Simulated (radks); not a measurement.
Values are calculated unless marked as measured or tabulated.
Species: Gd+. Configuration: [Xe] 4f8 6s1 (not the ground configuration). Level of theory: scalar-relativistic Kohn-Sham, PBEsol, spin-polarised, spherical densities, finite nucleus; open shells are filled with parallel spins first (spin-orbit coupling, left out, can overturn this in heavy ions); Fermi nuclear charge, rms radius 5.1569 fm (a radial shooting solver on a logarithmic mesh with Libxc functionals).

Unscreened Slater integrals over Kohn-Sham orbitals (hartree). They are taken over the spin-up orbitals.

F0(6s,6s): 0.24076
F0(6s,4f): 0.31184
G3(6s,4f): 0.012526
F0(6s,5p): 0.29833
G1(6s,5p): 0.023605
F0(6s,5s): 0.30322
G0(6s,5s): 0.012408
F0(4f,4f): 1.0354
F2(4f,4f): 0.47723
F4(4f,4f): 0.29666
F6(4f,4f): 0.21266
F0(4f,5p): 0.67434
F2(4f,5p): 0.23715
G2(4f,5p): 0.13320
G4(4f,5p): 0.10035
F0(4f,5s): 0.76289
G3(4f,5s): 0.15300
F0(5p,5p): 0.56779
F2(5p,5p): 0.30431
F0(5p,5s): 0.61095
G1(5p,5s): 0.40570
F0(5s,5s): 0.66828

Derived for the open shells (J is the average intra-shell exchange parameter used in DFT+U). 4f: F4/F2 = 0.622, F6/F2 = 0.446, J = (286 F2 + 195 F4 + 250 F6)/6435 = 0.03846 hartree.
